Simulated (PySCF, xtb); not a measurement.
H2O, SMILES [OH2+], charge +1, multiplicity 2.

Harmonic wavenumbers (cm⁻¹) from GFN2-xTB (xtb 6.7.1) at its own minimum, in rising order: 1009, 2957, 2992.

Q: What does PBE-D3(BJ)/def2-TZVPD run with PySCF give at its own minimum? (Estimate from the structure and the level; the computed values follow.)

A: 1422, 3221, 3267. Paired by order, the mean absolute difference is 317 cm⁻¹ and the zero-point energies are 9.9 and 11.3 kcal/mol.
